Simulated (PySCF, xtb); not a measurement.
AlI2, SMILES [Al]([I])[I], multiplicity 2.

Harmonic wavenumbers (cm⁻¹) from GFN2-xTB (xtb) at its own minimum, in rising order: 36, 161, 470.

Question: What does PySCF with B3LYP-D3(BJ)/def2-SVP give at its own minimum? (Estimate from the structure and the level; the computed values follow.)

Answer: 67, 270, 383. Paired by order, the mean absolute difference is 76 cm⁻¹ and the zero-point energies are 1.0 and 1.0 kcal/mol.
